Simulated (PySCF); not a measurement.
Geometries of 2 isomers of C2H8BF2N, from PBE0-D3(BJ)/def2-SVP geometry optimisation, gas phase (PySCF). One conformer each, no zero-point energy, no frequencies.

Problem. Which is lower in electronic energy at this level?
A.
```xyz
14
angstrom
B      1.983    0.327    0.101
N      0.371    0.522    0.235
C     -0.413   -0.600   -0.275
C     -1.892   -0.358   -0.113
F     -2.177   -0.174    1.198
F     -2.237    0.780   -0.763
H      2.243   -0.678    0.754
H      2.196    0.188   -1.098
H      2.475    1.346    0.565
H      0.137    0.677    1.218
H      0.097    1.376   -0.257
H     -0.113   -1.507    0.267
H     -0.163   -0.747   -1.335
H     -2.510   -1.187   -0.497
```
B.
```xyz
14
angstrom
N      1.461    0.451    0.338
B      0.680   -0.957    0.073
C     -0.802   -0.633   -0.535
C     -1.422    0.642   -0.058
F     -1.268    0.806    1.292
F     -0.777    1.717   -0.626
H      2.409    0.276    0.667
H      1.501    1.039   -0.496
H      0.962    0.989    1.051
H      1.384   -1.586   -0.708
H      0.644   -1.485    1.178
H     -0.809   -0.581   -1.637
H     -1.474   -1.464   -0.267
H     -2.497    0.770   -0.276
```

Solution. B. That is `[NH3+][BH2-]CC(F)F`, 17.4 kcal/mol below the other.

```
            SMILES                    atoms numbered as above      E (Eh)  relative (kcal/mol)  relative (kJ/mol)  dipole (D)
[NH3+][BH2-]CC(F)F  [NH3+:1][BH2-:2][CH2:3][CH:4]([F:5])[F:6]  -359.69336                  0.0                0.0        3.22
[BH3-][NH2+]CC(F)F  [BH3-:1][NH2+:2][CH2:3][CH:4]([F:5])[F:6]  -359.66567                 17.4               72.7        4.78
```
